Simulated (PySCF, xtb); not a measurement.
C4H6Ge, SMILES C#C[C](=C)[GeH3].

GFN2-xTB run with xtb at its own geometry gives an orbital gap of 4.03 eV and a dipole moment of 0.44 D.

The structure is a stationary point at PBE0-D3(BJ)/def2-SVP. The structure was generated by enumeration, and PubChem lists no compound with its InChIKey, so it may never have been made.

**Question.** What does CAM-B3LYP/def2-TZVP (PySCF) give? (The exact figures need the calculation; the answer reports its results.)

**Answer.** gap 8.38 eV (levels -8.46 and -0.08 eV), dipole 0.41 D.
